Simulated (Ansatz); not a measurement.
FHO (SMILES OF), charge 0, multiplicity 1, relaxed at each level with Ansatz (a program for electronic structure); harmonic frequencies from differences of analytic forces, average atomic masses, frozen cores.

```csv
level,O1–F2 (Å),O1–H3 (Å),F2–O1–H3 (°),dipole (D)
HF/def2-TZVPP,1.3633,0.9452,100.7,2.07
PBE/def2-TZVPP,1.4451,0.9799,97.9,1.91
r2SCAN/def2-TZVPP,1.4323,0.9703,98.0,1.95
B3LYP/def2-TZVPP,1.4295,0.9701,98.6,1.98
PBE0/def2-TZVPP,1.4065,0.9668,99.0,1.95
wB97X-V/def2-TZVPP,1.4100,0.9684,99.0,1.97
MP2/cc-pVTZ,1.4239,0.9674,97.8,1.90
CCSD(T)/cc-pVDZ,1.4609,0.9752,96.8,1.97
CCSD(T)/cc-pVTZ,1.4376,0.9676,97.6,1.91
```

Doubts at one or more of the structures used: a restricted determinant that unrestricted orbitals would lower (CCSD(T)/cc-pVDZ, CCSD(T)/cc-pVTZ).
